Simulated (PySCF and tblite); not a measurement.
Results of a calculation; reference values are marked as such.
Stationary points of C$_{5}$H$_{8}$O$_{3}$ at GFN2-xTB, in Å:

Structure A

```
 1 C     2.955    0.322    1.174
 2 O     1.869    0.696    0.343
 3 C     0.762   -0.053    0.445
 4 O     0.684   -1.008    1.210
 5 C    -0.302    0.384   -0.428
 6 C    -1.491   -0.266   -0.448
 7 C    -2.627    0.141   -1.330
 8 O    -1.745   -1.320    0.316
 9 H     3.274   -0.698    0.947
10 H     2.664    0.371    2.226
11 H     3.754    1.027    0.965
12 H    -0.114    1.236   -1.055
13 H    -2.367    1.007   -1.928
14 H    -2.893   -0.690   -1.981
15 H    -3.497    0.366   -0.716
16 H    -0.935   -1.507    0.858
```

Structure B

```
 1 C     2.666    0.454    0.534
 2 O     1.834   -0.167    1.489
 3 C     0.529   -0.392    1.256
 4 O    -0.104   -0.940    2.152
 5 C    -0.077    0.001    0.004
 6 C    -1.398   -0.233   -0.220
 7 C    -2.079    0.150   -1.494
 8 O    -2.187   -0.816    0.665
 9 H     2.726   -0.132   -0.387
10 H     3.651    0.500    0.995
11 H     2.327    1.468    0.307
12 H     0.507    0.479   -0.760
13 H    -1.392    0.626   -2.184
14 H    -2.505   -0.740   -1.955
15 H    -2.903    0.827   -1.272
16 H    -1.635   -1.027    1.469
```

Structure C

```
 1 C     2.797    0.303    0.678
 2 O     1.641    0.842    1.286
 3 C     0.496    0.097    1.111
 4 O     0.146   -0.705    1.963
 5 C    -0.243    0.369   -0.092
 6 C    -1.422   -0.263   -0.342
 7 C    -2.237   -0.007   -1.566
 8 O    -1.939   -1.158    0.481
 9 H     2.664    0.198   -0.405
10 H     3.046   -0.673    1.107
11 H     3.600    1.008    0.882
12 H     0.146    1.103   -0.775
13 H    -1.750    0.707   -2.221
14 H    -2.399   -0.944   -2.096
15 H    -3.214    0.373   -1.274
16 H    -1.334   -1.248    1.265
```

The path came from a restrained scan, a climbing-image band and a saddle search at GFN2-xTB; energies are PBE/pcSseg-1 + D3(BJ)//GFN2-xTB, thermal terms GFN2-xTB.

Which structure is a saddle point, and along which motion?

C: one imaginary mode (137i cm⁻¹ at GFN2-xTB, mostly on C1, O2, O4), along the rotation about the C3–O2 bond (torsion O4–C3–O2–C1 from 0° to 180°, rising).

Give their symmetry and energies above the lowest.

A Cs, 0.0 kcal/mol; B Cs, 5.8 kcal/mol; C C1, 12.0 kcal/mol.
